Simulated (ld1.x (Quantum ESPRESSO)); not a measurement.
Pseudopotential generation for C: RRKJ, PBEsol, scalar-relativistic.

carbon (C), norm-conserving RRKJ (Kleinman–Bylander form), made with ld1.x (Quantum ESPRESSO) 7.5 (PBEsol, scalar-relativistic). Core [He], reference 2s2 2p2. Waves: 2s (bound): rc 1.25 bohr; 2p (bound): rc 2.90 bohr. Local part: all-electron potential smoothed inside 1.00 bohr (lloc = -1). Core correction: none. rho0 = 0.01.

All-electron outer shells of the reference configuration (PBEsol, scalar-relativistic, ld1.x):

```tsv
shell	level (eV)	outermost node (bohr)	outermost maximum (bohr)
1s	-272.04	–	0.18
2s	-13.65	0.38	1.22
2p	-5.23	–	1.20
```

What the tests gave:

| Item | Value |
| --- | --- |
| Cutoffs needed | 45 Ry and 60 Ry (the cutoffs (Ry, on a coarse ladder) from which the occupation-weighted sum of valence levels, in a spherical-Bessel basis at the reference potential, stays within 10 and 1 mRy of its value at 400 Ry) |
| Ghost test | no extra level below or beside the all-electron valence levels (s, p, d, f tested) (spherical-Bessel basis up to 400 Ry, 20 bohr box) |
| Largest excitation error | +2442 meV (all-electron minus pseudo) for 2s1 2p0, out of 7 test configurations |

Generation and tests took about 2 s on one core of a shared server CPU.
